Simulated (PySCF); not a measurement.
Al(Me)(OSiH3)2, SMILES [CH3][Al]([O][SiH3])[O][SiH3], singlet (GFN2-xTB optimised geometry):

```
15

Al     1.880    -0.334     0.062
C      2.946    -0.675    -1.578
H      4.013    -0.553    -1.393
H      2.657     0.003    -2.380
H      2.781    -1.687    -1.948
O      0.200    -0.343     0.000
Si    -1.427    -0.343     0.000
H     -1.859     1.056     0.000
H     -1.880    -1.056     1.195
H     -1.838    -1.033    -1.226
O      2.617    -0.034     1.543
Si     3.279     0.261     2.999
H      2.832     1.588     3.427
H      4.732     0.218     2.810
H      2.827    -0.793     3.911
```

Method: CAM-B3LYP/def2-TZVP (PySCF 2.14.0).

### Question
What are the frontier orbital energies and the dipole moment?

### Answer
HOMO-2 -10.07 eV, HOMO-1 -9.88 eV, HOMO -9.77 eV, LUMO 0.45 eV, LUMO+1 1.06 eV; dipole moment 0.52 D.

Meta-Löwdin charges at CAM-B3LYP/def2-TZVP: Al1 1.15, C2 -0.65, H3 0.13, H4 0.13, H5 0.13, O6 -0.86, Si7 0.80, H8 -0.13, H9 -0.13, H10 -0.13, O11 -0.86, Si12 0.80, H13 -0.13, H14 -0.13, H15 -0.13.
